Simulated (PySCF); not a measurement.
BH4NO2, SMILES B(O)(O)N. Heavy atoms are numbered as in [B:1]([OH:2])([OH:4])[NH2:6]. Hydrogens are named by the atom that carries them.

Geometry optimised at B3LYP-D3(BJ)/def2-SVP. The values are those of a single conformer.

Calculation: PBE0/pcSseg-1 (PySCF).

GIAO shieldings, no solvent; atoms alike by connectivity are averaged. δ = σ(ref) − σ: ¹¹B against BF3 (σ = 88.8 ppm); ¹⁷O against H2O (σ = 334.2 ppm); ¹H against TMS (σ = 31.56 ppm); ¹⁵N against NH3 (σ = 267.4 ppm), references at their B3LYP-D3(BJ)/def2-TZVP geometries, non-relativistic.

```
nucleus     atoms  count  δ (ppm)
-------  --------  -----  -------
¹¹B            B1      1      8.9
¹⁷O       O2 (OH)      2     81.9
¹H        H on O2      2     2.03
¹H        H on N6      2     1.94
¹⁵N      N6 (NH2)      1     46.9
```
